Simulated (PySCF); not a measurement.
2-bromo-1,1-difluoroethane (C2H3BrF2), SMILES FC(F)CBr. Heavy atoms are numbered as in [F:1][CH:2]([F:3])[CH2:4][Br:5]. Hydrogens are named by the atom that carries them.

Geometry optimised at PBE0-D3(BJ)/def2-SVP. The values are those of a single conformer.

Level of theory: PBE/def2-TZVP in PySCF.

Atomic charges (e), one atom of each kind:

```json
[
 {"atom": "F1", "Löwdin": "[?]", "Mulliken": "-0.15", "meta-Löwdin": "-0.27"},
 {"atom": "C2 (CH)", "Löwdin": "-0.56", "Mulliken": "0.21", "meta-Löwdin": "0.43"},
 {"atom": "C4 (CH2)", "Löwdin": "[?]", "Mulliken": "-0.18", "meta-Löwdin": "-0.25"},
 {"atom": "Br5", "Löwdin": "[?]", "Mulliken": "-0.09", "meta-Löwdin": "-0.06"},
 {"atom": "H on C2", "Löwdin": "0.12", "Mulliken": "0.07", "meta-Löwdin": "0.11"},
 {"atom": "H on C4", "Löwdin": "0.14", "Mulliken": "0.14", "meta-Löwdin": "0.15"}
]
```

### Question
Some entries are withheld; supply them. (The exact figures need the calculation; the answer reports its results.)

### Answer

- F1, Löwdin: 0.19
- C4 (CH2), Löwdin: -0.47
- Br5, Löwdin: 0.27

Computed Mayer and Wiberg (Löwdin basis) orders of the bonds:
```json
[
 {"bond": "F1–C2", "Mayer": "1.13", "Wiberg": "1.78"},
 {"bond": "C2–F3", "Mayer": "1.11", "Wiberg": "1.75"},
 {"bond": "C2–C4", "Mayer": "0.99", "Wiberg": "1.27"},
 {"bond": "C4–Br5", "Mayer": "1.06", "Wiberg": "1.58"}
]
```
